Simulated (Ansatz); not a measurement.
Computed with Ansatz on PBE0-D4/def2-TZVP structures; ΔE is electronic, products minus reactants. CBS: MP2 limit from def2 TZ/QZ plus the TZ coupled-cluster correction, frozen cores. def2 core potentials past Kr. For Br, In outer-core shells are correlated without core-valence functions, which leaves a few kJ/mol of doubt a bond. Scalar relativity is left out up to krypton. Each species was taken in one conformer, which may not be the lowest.

Consider the redistribution: `[OH][In]([OH])[Br]` + `BCBN` → `[NH2][In]([OH])[Br]` + `BCBO`.

```json
{"species": "`[OH][In]([OH])[Br]`", "CCSD(T)/CBS(def2) energy (Eh)": "-2914.77667"}
{"species": "`BCBN`", "CCSD(T)/CBS(def2) energy (Eh)": "-146.59023"}
{"species": "`[NH2][In]([OH])[Br]`", "CCSD(T)/CBS(def2) energy (Eh)": "-2894.90232"}
{"species": "`BCBO`", "CCSD(T)/CBS(def2) energy (Eh)": "-166.46129"}
```

(1) Work out ΔE.

Largest T1 diagnostic among the species: 0.014.

## Answers

(1) ΔE = (-2894.90232) + (-166.46129) − (-2914.77667) − (-146.59023) = 0.00329 Eh = +8.6 kJ/mol.

In def2-TZVPP, CCSD(T) changes the Hartree–Fock value by +3.8 kJ/mol (the triples alone add +1.1 kJ/mol) and MP2 by +4.2 kJ/mol. From PBE to PBE0 (25 % exact exchange), in def2-TZVPP and without D4, ΔE moves by −3.3 kJ/mol.
